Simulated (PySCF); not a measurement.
Bi(OH)3 (BiH₃O₃), SMILES [OH][Bi]([OH])[OH]. The structure is a stationary point at r2SCAN-D4/def2-SVP. The def2 effective core potentials stand for the cores of Bi; spin–orbit coupling is left out. The values are those of a single conformer.

Task: Give the equilibrium geometry at r2SCAN-D4/def2-SVP (PySCF confirms it by a frequency run) as bond lengths and angles, and its point group. (An estimate is asked for; the answer gives what the named calculation found.)

Result: Several could match; the one computed here: point group C3.
Atoms: Bi1 O2 H3 O4 H5 O6 H7. Bonds (Å): Bi1–O2 2.098, Bi1–O4 2.098, Bi1–O6 2.098, O2–H3 0.972, O4–H5 0.972, O6–H7 0.972. Angles (°): O2–Bi1–O4 94.1, O2–Bi1–O6 94.1, O4–Bi1–O6 94.1, Bi1–O2–H3 106.4, Bi1–O4–H5 106.4, Bi1–O6–H7 106.4.
Charge 0, spin multiplicity 1.
